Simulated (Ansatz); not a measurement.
Cost and result for the atomization energy of GaH$_{3}$OSSi (`[O]1[SiH2][S][GaH]1`) (7 atoms, 7 bonds).

Charge 0, multiplicity 1. Correlated methods include outer-core shells of Ga, which these sets cover unevenly. Scalar relativity is left out up to krypton. The geometry is a stationary point of PBE0-D4/def2-TZVP. Program: Ansatz. All runs use 2 threads of an Arm Neoverse V1 on a shared host. Times are those of one run each, without the atoms' runs, and a repeat can differ threefold. Electronic energies, without spin–orbit coupling; frozen cores. CCSD(T)/CBS adds CCSD(T) − MP2 in def2-TZVPP to the MP2 limit, and its time is that of the two runs behind it. T1 = 0.015. With those shells the extrapolation isn't a true limit. B3LYP takes the VWN-RPA correlation (the form of Gaussian; ORCA's B3LYP/G).

CCSD(T)/CBS is a level of theory with its own doubt, some kJ/mol a heavy atom from the limit and from the frozen cores, so smaller differences don't rank the functionals.

| level | functions | wall time |
| --- | --- | --- |
| LDA (SPW92)/def2-TZVPP | 205 | 2.1 s |
| revPBE-D4/def2-TZVPP | 205 | 3.4 s |
| PBE-D4/def2-TZVPP (with forces) | 205 | 4.2 s |
| PBE0-D4/def2-TZVPP | 205 | 5.5 s |
| BHLYP-D4/def2-TZVPP | 205 | 6 s |
| CCSD(T)/def2-SVP | 97 | 6 s |
| B3LYP-D4/def2-TZVPP (with forces) | 205 | 8 s |
| r2SCAN-D4/def2-TZVPP (with forces) | 205 | 9 s |
| B97M-V/def2-TZVPP | 205 | 15 s |
| ωB97M-V/def2-TZVPP (with forces) | 205 | 20 s |
| MP2/def2-QZVPP | 376 | 29 s |
| CCSD(T)/def2-TZVPP | 205 | 2.2 min |
| CCSD(T)/CBS(def2) | – | 2.7 min |

Q: What atomization energy does each give, and how far from CCSD(T)/CBS? (Estimate.)

A: The calculation gave: 
```json
{"level": "LDA (SPW92)/def2-TZVPP", "atomization (kJ/mol)": "2611.7", "difference from CCSD(T)/CBS": "309.3", "per bond": "44.2"}
{"level": "revPBE-D4/def2-TZVPP", "atomization (kJ/mol)": "2233.4", "difference from CCSD(T)/CBS": "-69.0", "per bond": "-9.9"}
{"level": "PBE-D4/def2-TZVPP (with forces)", "atomization (kJ/mol)": "2292.8", "difference from CCSD(T)/CBS": "-9.6", "per bond": "-1.4"}
{"level": "PBE0-D4/def2-TZVPP", "atomization (kJ/mol)": "2259.3", "difference from CCSD(T)/CBS": "-43.1", "per bond": "-6.2"}
{"level": "BHLYP-D4/def2-TZVPP", "atomization (kJ/mol)": "2194.8", "difference from CCSD(T)/CBS": "-107.6", "per bond": "-15.4"}
{"level": "CCSD(T)/def2-SVP", "atomization (kJ/mol)": "2087.8", "difference from CCSD(T)/CBS": "-214.6", "per bond": "-30.7"}
{"level": "B3LYP-D4/def2-TZVPP (with forces)", "atomization (kJ/mol)": "2245.7", "difference from CCSD(T)/CBS": "-56.7", "per bond": "-8.1"}
{"level": "r2SCAN-D4/def2-TZVPP (with forces)", "atomization (kJ/mol)": "2305.8", "difference from CCSD(T)/CBS": "3.4", "per bond": "0.5"}
{"level": "B97M-V/def2-TZVPP", "atomization (kJ/mol)": "2313.5", "difference from CCSD(T)/CBS": "11.1", "per bond": "1.6"}
{"level": "ωB97M-V/def2-TZVPP (with forces)", "atomization (kJ/mol)": "2289.3", "difference from CCSD(T)/CBS": "-13.1", "per bond": "-1.9"}
{"level": "MP2/def2-QZVPP", "atomization (kJ/mol)": "2335.9", "difference from CCSD(T)/CBS": "33.5", "per bond": "4.8"}
{"level": "CCSD(T)/def2-TZVPP", "atomization (kJ/mol)": "2234.7", "difference from CCSD(T)/CBS": "-67.7", "per bond": "-9.7"}
{"level": "CCSD(T)/CBS(def2)", "atomization (kJ/mol)": "2302.4", "difference from CCSD(T)/CBS": "0.0", "per bond": "0.0"}
```

From BLYP to BHLYP (50 % exact exchange), in def2-TZVPP and without D4, the atomization energy moves by −26.8 kJ/mol: exact exchange takes away binding that semilocal exchange gives to molecules. Leaving LDA and LC-ωPBE aside and taking each functional with its dispersion term where it has one, the values spread over 118.7 kJ/mol, from BHLYP-D4 to B97M-V. LDA lies +339.8 kJ/mol from PBE without D4, its usual overbinding. At CCSD(T), def2-SVP lies −214.6 kJ/mol from the extrapolated value and def2-TZVPP −67.7 kJ/mol: correlation converges slowly with the basis, and small sets miss more of it in the bonded molecule than in its fragments.
